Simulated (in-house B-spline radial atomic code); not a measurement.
Si⁻. Computed with a B-spline radial atomic code. Model: all-electron spherical atom, spin shells full or empty, radial basis limit, no spin-orbit coupling: exact exchange with a local potential (Slater, KLI or optimised effective potential, whose far tail is KLI's), no correlation.

Anion configuration assumed.

Exchange potential has not reached -1/r at the last radius.

The run also made RPA and GW results, which its time includes.

The Slater potential averages the orbital exchange potentials with the orbital densities as weights, KLI adds orbital constants, and the optimised effective potential minimises the exact-exchange energy among local potentials. So their energies lie above Hartree-Fock in the order OEP, KLI, Slater. All fall off as −1/r, unlike LDA and GGA exchange.

Command:
```bash
python run_gw.py task.json out
```
Settings (lengths in bohr, energies in hartree):
```
Z                      14
electrons              15
configuration          [Ne] 3s2 3p3
hamiltonian            nr
method                 slater
lmax                   9
spin_polarised         True
box_radius             60
intervals              76
```

Run time, properties included: 7.3 s on 1 thread of Arm Neoverse N1 (shared host).

Given: hamiltonian non-relativistic; mean-field start Slater potential.

Computed: energy above Hartree-Fock 99.096 millihartree; virial ratio -E/T less 1 -0.022243.

```tsv
radius (bohr)	r times exchange potential up (hartree bohr)	r times exchange potential down (hartree bohr)
0.00357	-0.050027	-0.050035
0.00444	-0.062163	-0.062173
0.00552	-0.077189	-0.077201
0.00686	-0.095739	-0.095754
0.00853	-0.1187	-0.11872
0.0106	-0.14688	-0.1469
0.0132	-0.18173	-0.18176
0.0164	-0.2237	-0.22373
0.0204	-0.27448	-0.27452
0.0253	-0.33393	-0.33397
0.0315	-0.40439	-0.40444
0.0391	-0.48323	-0.48328
0.0486	-0.57003	-0.57007
0.0605	-0.66104	-0.66109
0.0751	-0.74806	-0.74815
0.0934	-0.82348	-0.82373
0.116	?	?
0.144	-0.8801	-0.88075
0.179	-0.84898	-0.84771
0.223	-0.84542	-0.83974
0.277	-0.93375	-0.92501
0.345	-1.0866	-1.0771
0.429	-1.2422	-1.2334
0.533	-1.3565	-1.3496
0.662	-1.4022	-1.4002
0.823	-1.3499	-1.3692
1.02	-1.1451	-1.2164
1.27	-0.95679	-0.94314
1.58	-1.0322	-0.83369
1.97	-1.1862	-0.87766
2.44	-1.2999	-0.9345
3.04	-1.3467	-0.97246
3.78	-1.325	-0.99073
4.69	-1.2604	-0.99755
5.83	-1.1829	-0.99953
7.25	?	?
9.02	-1.0692	-0.99999
```

(1) What belongs in the row 0.116?

(2) What belongs in the row 7.25?

```
occupied  level (hartree)  Hartree-Fock level (hartree)
   1s up          -67.361                       -68.559
 1s down           -67.36                       -68.548
   2s up          -5.4849                       -5.9031
 2s down          -5.4787                       -5.8919
   2p up          -3.9111                       -4.0102
 2p down                ?                             ?
   3s up         -0.31808                      -0.40065
 3s down                ?                             ?
   3p up        -0.077756                     -0.062036
```

(3) What belongs in the row 2p down?

(4) What belongs in the row 3s down?

Results:

(1) r times exchange potential up (hartree bohr): -0.87264; r times exchange potential down (hartree bohr): -0.87321.

(2) r times exchange potential up (hartree bohr): -1.1162; r times exchange potential down (hartree bohr): -0.99994.

(3) level (hartree): -3.9023; Hartree-Fock level (hartree): -3.987.

(4) level (hartree): -0.21148; Hartree-Fock level (hartree): -0.20412.

The highest level, 3p up, differs from Hartree-Fock by -0.43 eV and the deepest, 1s up, by +32.6 eV: the Slater potential lacks the response part and is deeper than the optimised one throughout, so the top level comes too deep.
